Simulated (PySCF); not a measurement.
Hf(OH)4 (H₄HfO₄), SMILES [OH][Hf]([OH])([OH])[OH], multiplicity 1. Geometry: B3LYP-D3(BJ)/def2-SVP. The spin state was assumed, not searched. The isomer is the one that the SMILES or the coordinates give; other isomers of the formula were not compared. The def2 effective core potentials stand for the cores of Hf; spin–orbit coupling is left out. The values are those of a single conformer.

Method: B3LYP-D3(BJ)/def2-SVP (PySCF).

Harmonic wavenumbers (cm⁻¹): 163, 163, 163, 163, 163, 163, 176, 176, 249, 249, 273, 273, 273, 682, 682, 682, 715, 4003, 4003, 4003, 4009. Rotational constants (GHz): 2.758, 2.758, 2.758; symmetry number 12.

Task: Work out the zero-point energy and the ideal-gas rigid-rotor harmonic-oscillator thermochemistry at 298.15 K and 1 atm.

Result: ZPE = ½ Σ hcν = ½ × 21425 cm⁻¹ = 30.63 kcal/mol. H − E(el) = 37.85 kcal/mol. Entropy in cal/(mol K): translation 42.41, rotation 22.19, vibration 29.33, total 93.93. G − E(el) = 9.85 kcal/mol. Cp = 35.12 cal/(mol K).
